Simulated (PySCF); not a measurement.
**Correlation energy of Cr⁺ (chromium, charge +1)**

Starting occupation: [Ar] 3d4 4s1, 3d5/2 with m_j = -1/2, +1/2, +3/2, +5/2, 4s1/2 with m_j = +1/2. Calculation: PySCF 2.14, in x2c-SVPall-2c with one added diffuse shell each of s, d type (6s5p4d1f, 48 functions); X2C-1e with screened-nucleus spin-orbit coupling, Gaussian nucleus. Frozen: [Ne]; 13 electrons correlated; the 6 highest virtual spinors left out.

MP2 pair energies summed by pair of shells (mhartree):

| pair | energy | share (%) |
| --- | --- | --- |
| 3d-3p | -75.00 | 37.3 |
| 3p-3p | -72.14 | 35.9 |
| 3d-3d | -23.38 | 11.6 |
| 3p-3s | -10.60 | 5.3 |
| 3p-4s | -6.77 | 3.4 |
| 3d-3s | -5.28 | 2.6 |
| 3d-4s | -4.72 | 2.3 |
| 3s-3s | -2.56 | 1.3 |
| 3s-4s | -0.40 | 0.2 |

Total MP2 correlation energy: -200.85 mhartree.

The GHF reference relaxed away from the jj start to a determinant that is no pure jj level (⟨S²⟩ = 8.75, ⟨J²⟩ = 24.75); the energies belong to that determinant.

This basis was not built for core-valence correlation, so the inner-shell part is incomplete.
